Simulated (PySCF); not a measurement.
| wavenumber (cm⁻¹) | absorption (km/mol per cm⁻¹) |
| --- | --- |
| 0 | 0.009 |
| 21 | 0.011 |
| 42 | 0.015 |
| 63 | 0.021 |
| 84 | 0.033 |
| 105 | 0.066 |
| 125 | 0.190 |
| 146 | 0.195 |
| 167 | 0.126 |
| 188 | 0.212 |
| 209 | 0.669 |
| 230 | 0.867 |
| 251 | 0.248 |
| 272 | 0.101 |
| 293 | 0.054 |
| 314 | 0.034 |
| 335 | 0.023 |
| 356 | 0.018 |
| 376 | 0.014 |
| 397 | 0.011 |
| 418 | 0.010 |
| 439 | 0.008 |
| 460 | 0.008 |
| 481 | 0.007 |
| 502 | 0.007 |
| 523 | 0.006 |
| 544 | 0.006 |
| 565 | 0.006 |
| 586 | 0.006 |
| 607 | 0.006 |
| 627 | 0.007 |
| 648 | 0.007 |
| 669 | 0.007 |
| 690 | 0.008 |
| 711 | 0.009 |
| 732 | 0.009 |
| 753 | 0.010 |
| 774 | 0.012 |
| 795 | 0.013 |
| 816 | 0.016 |
| 837 | 0.018 |
| 858 | 0.022 |
| 878 | 0.027 |
| 899 | 0.034 |
| 920 | 0.043 |
| 941 | 0.059 |
| 962 | 0.084 |
| 983 | 0.130 |
| 1004 | 0.225 |
| 1025 | 0.475 |
| 1046 | 1.411 |
| 1067 | 3.828 |
| 1088 | 1.310 |
| 1109 | 0.452 |
| 1129 | 0.217 |
| 1150 | 0.126 |
| 1171 | 0.082 |
| 1192 | 0.057 |
| 1213 | 0.042 |
| 1234 | 0.033 |

This is the computed harmonic infrared spectrum of singlet IZrN, Lorentzian lines of 31 cm⁻¹ full width. These are results of PBE0 in PySCF with Zr def2-TZVP with ECP28, N def2-TZVP, I def2-TZVP with ECP28; scalar-relativistic core potentials, no spin–orbit coupling; density-fitted integrals, not measurements.

Q: Which bands make it up, and how are they assigned?

A: In Cs symmetry, counting bands above 1 % of the strongest: 135 cm⁻¹ (a', bend, 11 km/mol); 222 cm⁻¹ (a', mixed, 54 km/mol); 1066 cm⁻¹ (a', stretch, 187 km/mol).

Other isomers or separated fragments may lie lower.
